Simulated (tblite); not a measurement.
C4H7NPSi2 (doublet state).
SMILES with atom numbers: `[C:1]#[C:2][CH2:3][Si@@H:4]([C:5]#[N:6])[SiH2:7][PH2:8]` (hydrogens: H9, H10 on C3; H11 on Si4; H12, H13 on Si7; H14, H15 on P8)
Bond orders are those of one Lewis drawing.

Computed with GFN2-xTB (tblite), gas phase: L-BFGS steps from a force-field or distance-geometry start until the largest atomic force falls under 0.01 eV/Å.

Geometry at step 5:
```
atom  x, y, z in Å
C1     -1.7520    2.2274   -1.3767
C2     -1.5627    1.6070   -0.3554
C3     -1.3116    0.8941    0.9074
Si4    -0.5821   -0.8829    0.6679
C5     -1.8425   -1.9829   -0.1944
N6     -2.5835   -2.6484   -0.7400
Si7     1.2973   -0.7645   -0.6692
P8      2.7377    0.7454    0.1684
H9     -2.2126    0.7749    1.5254
H10    -0.5893    1.4148    1.5571
H11    -0.2712   -1.4559    1.9942
H12     1.9647   -2.0707   -0.6752
H13     0.9440   -0.3574   -2.0242
H14     2.1108    1.8631   -0.3617
H15     3.6487    0.6441   -0.8702
```

Task: Give the atomic forces at this geometry.

Result: 
```json
{"atom": "C1", "Fx (eV/Å)": "0.196", "Fy (eV/Å)": "-0.626", "Fz (eV/Å)": "1.235"}
{"atom": "C2", "Fx (eV/Å)": "-0.009", "Fy (eV/Å)": "0.115", "Fz (eV/Å)": "-0.381"}
{"atom": "C3", "Fx (eV/Å)": "-0.008", "Fy (eV/Å)": "-0.270", "Fz (eV/Å)": "0.222"}
{"atom": "Si4", "Fx (eV/Å)": "0.011", "Fy (eV/Å)": "0.076", "Fz (eV/Å)": "-0.147"}
{"atom": "C5", "Fx (eV/Å)": "0.984", "Fy (eV/Å)": "0.970", "Fz (eV/Å)": "0.886"}
{"atom": "N6", "Fx (eV/Å)": "-0.834", "Fy (eV/Å)": "-0.766", "Fz (eV/Å)": "-0.624"}
{"atom": "Si7", "Fx (eV/Å)": "0.099", "Fy (eV/Å)": "0.095", "Fz (eV/Å)": "-0.115"}
{"atom": "P8", "Fx (eV/Å)": "0.055", "Fy (eV/Å)": "-0.035", "Fz (eV/Å)": "0.133"}
{"atom": "H9", "Fx (eV/Å)": "-0.112", "Fy (eV/Å)": "0.332", "Fz (eV/Å)": "-0.383"}
{"atom": "H10", "Fx (eV/Å)": "-0.136", "Fy (eV/Å)": "0.195", "Fz (eV/Å)": "-0.423"}
{"atom": "H11", "Fx (eV/Å)": "-0.297", "Fy (eV/Å)": "0.011", "Fz (eV/Å)": "-0.061"}
{"atom": "H12", "Fx (eV/Å)": "0.094", "Fy (eV/Å)": "0.055", "Fz (eV/Å)": "-0.081"}
{"atom": "H13", "Fx (eV/Å)": "0.020", "Fy (eV/Å)": "-0.095", "Fz (eV/Å)": "-0.223"}
{"atom": "H14", "Fx (eV/Å)": "0.042", "Fy (eV/Å)": "-0.120", "Fz (eV/Å)": "-0.047"}
{"atom": "H15", "Fx (eV/Å)": "-0.104", "Fy (eV/Å)": "0.064", "Fz (eV/Å)": "0.009"}
```

The largest, 1.64 eV/Å, acts on C5; the rms over all components is 0.405 eV/Å. The forces sum to zero within rounding, as they must for an isolated molecule in no field.

Task: Give the force on C5 in Eh/bohr and in nN.

Result: 1.641 eV/Å ÷ 51.422 = 0.03192 Eh/bohr, and 1.641 eV/Å × 1.602 = 2.63 nN.

Task: How far is this geometry from the end of the optimisation?

Result: 0.182 eV above it, and 0.298 Å rms away after alignment. The bonds farthest from their final lengths, with half the difference of the two atoms' forces along the bond (positive lengthens):

| bond | now (Å) | final (Å) | force along bond (eV/Å) |
| --- | --- | --- | --- |
| Si4–Si7 | 2.310 | 2.332 | +0.03 |
| C2–C3 | 1.472 | 1.451 | +0.35 |
| Si4–C5 | 1.882 | 1.870 | -0.82 |
| C5≡N6 | 1.136 | 1.146 | +1.46 |
| Si7–H13 | 1.458 | 1.469 | +0.03 |
| C3–H10 | 1.102 | 1.092 | -0.12 |

The angle farthest from its final value is C1–C2–C3, 178.0° against 164.5°.

Of the 6 listed bonds off by 0.010 Å or more, this force points towards the final length in 5.

What follows is the cost of the whole relaxation. Time: 0.9 s wall. Hardware: Arm Neoverse V2, one thread, no GPU, shared host.
